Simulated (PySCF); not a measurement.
B(All)(H)(OH), C3H7BO, SMILES C=CCBO, PBE0/def2-SVP optimised geometry.

```
12

B      0.48    -0.57     0.00
C     -0.39     0.75     0.00
C     -1.48     0.71     1.03
C     -1.60     1.54     2.07
H     -0.86     0.79    -1.01
H      0.22     1.66     0.11
H     -2.21    -0.10     0.92
H     -0.90     2.36     2.23
H     -2.41     1.43     2.79
H     -0.04    -1.66    -0.02
O      1.83    -0.57     0.00
H      2.21     0.32     0.03
```

Density from PBE0/def2-TZVP run with PySCF at that geometry.

Minimum of the electron density along straight lines between bonded atoms, close to the bond critical point (lines longer than 1.1 times the sum of covalent radii, or with two minima, are not listed):

```tsv
bond	length / Å	ρ at the minimum / e bohr⁻³	∇²ρ there / e bohr⁻⁵	position (fraction from the first atom)
B1–C2	1.582	0.184	…	0.33
C2–C3	1.497	0.257	-0.66	0.49
C3–C4	1.335	0.349	-1.06	0.51
C2–H5	1.109	0.261	-0.84	0.64
C2–H6	1.104	0.267	-0.88	0.64
C3–H7	1.098	0.278	-0.96	0.65
C4–H8	1.095	0.276	-0.95	0.64
C4–H9	1.093	0.277	-0.96	0.65
B1–H10	1.212	0.182	…	0.43
B1–O11	1.350	…	1.04	0.33
O11–H12	0.964	0.359	-2.45	0.81
```

Task: Complete the blanks.

Result: 
- B1–C2, ∇²ρ there / e bohr⁻⁵: -0.31
- B1–H10, ∇²ρ there / e bohr⁻⁵: -0.40
- B1–O11, ρ at the minimum / e bohr⁻³: 0.213
